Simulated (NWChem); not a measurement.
System: CH₄F₃NSi; SMILES F[Si](F)(CN)F

Input file for NWChem:

```
start job
memory heap 200 mb stack 900 mb global 1100 mb
geometry units angstroms noautosym nocenter noautoz
  N     -0.104704     2.385283     0.000000
  C      0.850588     1.282643     0.000000
  Si     0.052232    -0.391002     0.000000
  F     -0.898994    -0.559316    -1.285846
  F      1.078500    -1.625589     0.000000
  F     -0.898994    -0.559316     1.285846
  H     -0.709915     2.346205    -0.817614
  H     -0.709915     2.346205     0.817614
  H      1.518980     1.371745    -0.873650
  H      1.518980     1.371745     0.873650
end
basis spherical
  N library pcsseg-1
  C library pcsseg-1
  Si library pcsseg-1
  F library pcsseg-1
  H library pcsseg-1
end
dft
  xc slater vwn_5
  iterations 150
end
property
  shielding 7 1 2 3 4 5 7 9
end
task dft property
```

NWChem printed, in part:

```
             Northwest Computational Chemistry Package (NWChem) 7.3.0
             --------------------------------------------------------

                             Geometry "geometry" -> ""
                             -------------------------

 Output coordinates in angstroms (scale by  1.889725989 to convert to a.u.)

  No.       Tag          Charge          X              Y              Z
 ---- ---------------- ---------- -------------- -------------- --------------
    1 N                    7.0000    -0.10470400     2.38528300     0.00000000
    2 C                    6.0000     0.85058800     1.28264300     0.00000000
    3 Si                  14.0000     0.05223200    -0.39100200     0.00000000
    4 F                    9.0000    -0.89899400    -0.55931600    -1.28584600
    5 F                    9.0000     1.07850000    -1.62558900     0.00000000
    6 F                    9.0000    -0.89899400    -0.55931600     1.28584600
    7 H                    1.0000    -0.70991500     2.34620500    -0.81761400
    8 H                    1.0000    -0.70991500     2.34620500     0.81761400
    9 H                    1.0000     1.51898000     1.37174500    -0.87365000
   10 H                    1.0000     1.51898000     1.37174500     0.87365000

 Effective nuclear repulsion energy (a.u.)     338.8068145303

                              NWChem Property Module
                              ----------------------

  itol2e modified to match energy
  convergence criterion.

                                 NWChem DFT Module
                                 -----------------

 Summary of "ao basis" -> "ao basis" (spherical)
 ------------------------------------------------------------------------------
       Tag                 Description            Shells   Functions and Types
 ---------------- ------------------------------  ------  ---------------------
 N                          pcsseg-1                 7       17   3s3p1d
 C                          pcsseg-1                 7       17   3s3p1d
 Si                         pcsseg-1                10       24   4s5p1d
 F                          pcsseg-1                 7       17   3s3p1d
 H                          pcsseg-1                 3        5   2s1p

  itol2e modified to match energy
  convergence criterion.

[...]

          -----------------------------------------
          Chemical Shielding Tensors (GIAO, in ppm)
          -----------------------------------------

                                NWChem CPHF Module
                                ------------------

  scftype          =     RHF
  nclosed          =       29
  nopen            =        0
  variables        =     2900
  # of vectors     =        3
  tolerance        = 0.10D-03
  level shift      = 0.00D+00
  max iterations   =       50
  max subspace     =       30

 SCF residual:    4.3432309169619776E-005

Iterative solution of linear equations
  No. of variables     2900
  No. of equations        3
  Maximum subspace       30
        Iterations       50
       Convergence  1.0D-04

   iter   nsub   residual    time
   ----  ------  --------  ---------
     1      3    1.03D-05      51.7

      Atom:    1  N
        Diamagnetic
    316.2230    -12.2181      0.0000
    -12.2181    312.6939      0.0000
      0.0000      0.0000    312.7997

        Paramagnetic
    -84.3681    -12.6264     -0.0000
    -12.6264    -77.8012      0.0000
     -0.0000      0.0000    -10.2708

        Total Shielding Tensor
    231.8549    -24.8445     -0.0000
    -24.8445    234.8926      0.0000
     -0.0000      0.0000    302.5289

           isotropic =     256.4255
          anisotropy =      69.1551

          Principal Components and Axis System
                 1           2           3
              302.5289    258.2647    208.4828

      1        -0.0000     -0.6852      0.7284
      2         0.0000      0.7284      0.6852
      3         1.0000     -0.0000     -0.0000

      Atom:    2  C
        Diamagnetic
    253.1571     -4.1762     -0.0000
     -4.1762    263.5320     -0.0000
     -0.0000     -0.0000    245.5894

        Paramagnetic
    -95.7386    -12.5339     -0.0000
    -12.5339    -90.6435      0.0000
     -0.0000      0.0000   -118.5498

        Total Shielding Tensor
    157.4185    -16.7102     -0.0000
    -16.7102    172.8886      0.0000
     -0.0000      0.0000    127.0396

           isotropic =     152.4489
          anisotropy =      46.6773

          Principal Components and Axis System
                 1           2           3
              183.5671    146.7400    127.0396

      1        -0.5385      0.8426      0.0000
      2         0.8426      0.5385      0.0000
      3         0.0000     -0.0000      1.0000

      Atom:    3  Si
        Diamagnetic
    880.8433     -1.5441     -0.0000
     -1.5441    882.3926     -0.0000
     -0.0000     -0.0000    881.3091

        Paramagnetic
   -526.2896     33.9402      0.0000
     33.9402   -502.4076      0.0000
      0.0000      0.0000   -504.7526

        Total Shielding Tensor
    354.5538     32.3961      0.0000
     32.3961    379.9850      0.0000
      0.0000      0.0000    376.5564

           isotropic =     370.3651
          anisotropy =      47.5598

          Principal Components and Axis System
                 1           2           3
              402.0716    376.5564    332.4672

      1         0.5633     -0.0000      0.8262
      2         0.8262     -0.0000     -0.5633
      3         0.0000      1.0000     -0.0000

      Atom:    4  F
        Diamagnetic
    470.2640      2.0224     14.1252
      2.0224    461.6524      3.0390
     14.1252      3.0390    479.2123

        Paramagnetic
   -160.4915     15.7919     29.2259
     15.7919   -220.2134     15.1865
     29.2259     15.1865   -113.5772

[...]
```

Level: LDA (Slater exchange, VWN5)/pcSseg-1, GIAO. Structure relaxed at the PBE0/def2-SVP level. The output numbers the shielded atoms by their place in the input's list. The printed shielding anisotropy is the first printed principal value minus the mean of the other two.
